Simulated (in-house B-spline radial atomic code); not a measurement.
Relativistic effects in Cr⁶⁺, [Ne] 3s2 3p6: non-relativistic Hartree-Fock (point nucleus) against Dirac-Hartree-Fock (Fermi nucleus of rms radius 3.6452 fm), both averages of the configuration, computed with a radial B-spline atomic code at the basis-set limit.

```tsv
orbital	ε NR (Eh)	ε Dirac (Eh)	<r> NR (bohr)	<r> Dirac (bohr)	change of <r> (%)
1s1/2	-224.67	?	0.06416	?	?
2s1/2	-30.642	-30.987	0.2936	0.2906	-1.0
2p1/2	-26.557	-26.821	0.2595	0.2566	-1.1
2p3/2	-26.557	-26.498	0.2595	0.2593	-0.1
3s1/2	-7.2255	-7.2841	0.8514	0.8453	-0.7
3p1/2	-5.8917	?	0.8781	?	?
3p3/2	-5.8917	-5.8841	0.8781	0.878	0.0
```

What happens to 3p1/2?

Its energy goes to -5.9317 hartree and <r> to 0.872 bohr (-0.69 %).

What happens to 1s1/2?

Its energy goes to -226.4 hartree and <r> to 0.06352 bohr (-1.00 %).

What explains the pattern of contraction and expansion?

The s and p1/2 orbitals contract directly, as their density near the nucleus moves at relativistic speed. Nothing expands appreciably in this ion.

By how much does the total energy change?

By -6.4974 hartree, from -1033.868 to -1040.365.
